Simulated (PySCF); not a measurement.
C2H4BN3, SMILES NB1N=CC=N1. Heavy atoms are numbered as in [NH2:1][B:2]1[N:3]=[CH:4][CH:5]=[N:6]1. Hydrogens are named by the atom that carries them.

The structure is a stationary point at B3LYP-D3(BJ)/def2-SVP. This is a generated structure with no PubChem entry under its InChIKey; it may be hypothetical. Other conformers were not sampled.

These are HF/pcSseg-1 in PySCF values and carry that method's errors.

GIAO shieldings, no solvent; atoms alike by connectivity are averaged. δ = σ(ref) − σ: ¹⁵N against NH3 (σ = 267.3 ppm); ¹¹B against BF3 (σ = 102.7 ppm); ¹³C against TMS (σ = 192.6 ppm); ¹H against TMS (σ = 31.99 ppm), references at their B3LYP-D3(BJ)/def2-TZVP geometries, non-relativistic.

Computed chemical shifts:
```
nucleus     atoms  count  δ (ppm)
-------  --------  -----  -------
¹⁵N            N3      2    412.0
¹⁵N      N1 (NH2)      1     78.8
¹¹B            B2      1     26.4
¹³C       C4 (CH)      2    185.4
¹H        H on C4      2     8.56
¹H        H on N1      2     4.41
```
